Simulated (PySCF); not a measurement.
**Spin-orbit coupling and the fourth ionisation energy along the 5d series**

Two-component X2C-1e calculated with PySCF 2.14: MP2 on generalised Hartree-Fock spinors (GMP2), with spin-orbit coupling off and on (screened by Boettger's factors); no Breit or QED terms. Values in eV; the references (NIST) lie between the lowest levels. Elements whose determinants are no pure J levels are left out.

```
                                    element                 configurations  spin-free  with spin-orbit   shift          reference
Hf (x2c-TZVPPall-2c, [Kr] 4d10 4f14 frozen)      [Xe] 4f14 5d1 → [Xe] 4f14     32.305           32.658   0.353  33.37 ± 0.025 (s)
Ir (x2c-TZVPPall-2c, [Kr] 4d10 4f14 frozen)  [Xe] 4f14 5d6 → [Xe] 4f14 5d5     40.892           41.356   0.464       40 ± 1.7 (t)
Pt (x2c-TZVPPall-2c, [Kr] 4d10 4f14 frozen)  [Xe] 4f14 5d7 → [Xe] 4f14 5d6     43.911           44.010   0.098       43 ± 1.7 (t)
Au (x2c-TZVPPall-2c, [Kr] 4d10 4f14 frozen)  [Xe] 4f14 5d8 → [Xe] 4f14 5d7     46.164           45.690  -0.473       45 ± 1.7 (t)
Hg (x2c-TZVPPall-2c, [Kr] 4d10 4f14 frozen)  [Xe] 4f14 5d9 → [Xe] 4f14 5d8     48.458           47.763  -0.695       48.55 ± 0.15
```

The largest shift is at Hg, -0.695 eV, where spin-orbit coupling lowers the species with fewer electrons by more than the one with more (starting occupations 5d3/2^4 5d5/2^5 and 5d3/2^4 5d5/2^4).

What remains against the references is mostly the basis and correlation beyond MP2. References marked (s) are semi-empirical, (t) theoretical.
